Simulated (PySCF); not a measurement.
## Which determinant of CBr⁺ lies lowest?

Unrestricted PBE0; C cc-pVTZ, Br cc-pVTZ-PP with ECP10; scalar-relativistic core potentials (PySCF 2.14). Outer shells of the fragments: C+ 2s2 2p1; Br 3d10 4s2 4p5.

Followed along the bond (rough minima from three points):

```
2Ms+1  unpaired  ⟨S²⟩ at the start  R at minimum (Å)  Te (eV)
    1      none               0.00              1.70     0.00
    3  σ ↑, π ↑               2.05              1.71     2.48
```

Solutions found at the starting distance of 1.925 Å, counted from the lowest of them; the search is not exhaustive and high or unbound solutions are not listed, so other states can lie among these:

```json
{"2Ms+1": "1", "unpaired": "none", "term": "¹Σ⁺", "E (eV)": "0.00", "⟨S²⟩": "0.00", "⟨Lz²⟩": "0.00", "μ (D)": "-1.88"}
{"2Ms+1": "3", "unpaired": "σ ↑, π ↑", "term": "³Π", "E (eV)": "2.31", "⟨S²⟩": "2.05", "⟨Lz²⟩": "1.01", "μ (D)": "-2.58"}
{"2Ms+1": "3", "unpaired": "π ↑↑", "term": "mixed", "E (eV)": "2.69", "⟨S²⟩": "2.01", "⟨Lz²⟩": "2.01", "μ (D)": "-0.47"}
{"2Ms+1": "1", "unpaired": "σ ↑, π ↓", "term": "mixed", "E (eV)": "2.95", "⟨S²⟩": "1.02", "⟨Lz²⟩": "1.02", "μ (D)": "-2.27"}
{"2Ms+1": "3", "unpaired": "π ↑↑", "term": "mixed", "E (eV)": "3.02", "⟨S²⟩": "2.01", "⟨Lz²⟩": "2.01", "μ (D)": "-0.66"}
{"2Ms+1": "1", "unpaired": "π ↑↓", "term": "mixed", "E (eV)": "3.06", "⟨S²⟩": "1.01", "⟨Lz²⟩": "2.01", "μ (D)": "-0.71"}
```

A term symbol is given only where ⟨S²⟩ and ⟨Lz²⟩ are close to those of a pure state; real π, δ and φ orbitals otherwise mix terms. A positive dipole points towards Br; it is taken about the centre of mass and depends on that origin.

Counting both spins, an empty level lies below a filled one in some of these solutions, because spin and occupation are held.
